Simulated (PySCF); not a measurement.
Compound: As2.
SMILES: `[As]#[As]`

Computed, not measured: PBE0/def2-SVPD geometry optimisation, gas phase (PySCF 2.14.0).

Take the most abundant isotopes and a rigid rotor. 

(1) What are the moment of inertia and the rotational constant?

(2) List the first levels of a rigid rotor in a Σ state.

(3) Has it a pure rotational spectrum?

## Answers

(1) I = 163.957 u·Å², B = 505379 MHz·u·Å²/I = 3082 MHz (0.1028 cm⁻¹, or 0.148 K as hB/k). For two atoms I = μr² with μ = 37.4608 u and r = 2.0921 Å.

(2) E(J) = BJ(J+1): J = 1: 0.206, J = 2: 0.617, J = 3: 1.234, J = 4: 2.056, J = 5: 3.085, J = 6: 4.318 cm⁻¹.

(3) Not by electric dipole: D∞h allows no dipole (computed 0.00 D). Rotational Raman lines (ΔJ = 2) lie at B(4J + 6), spaced by 4B = 0.411 cm⁻¹, with nuclear-spin weights that differ between even and odd J.

No PBE0/def2-SVPD frequencies stand behind this structure, so it isn't proved a minimum. No vibrational averaging or centrifugal distortion is included, and the geometry carries the error of its method.

The run took 4.9 s of wall time on one thread of an Intel Xeon Platinum 8488C, shared host, and the process peaked at 0.40 GiB of memory. These figures are those of the optimisation.
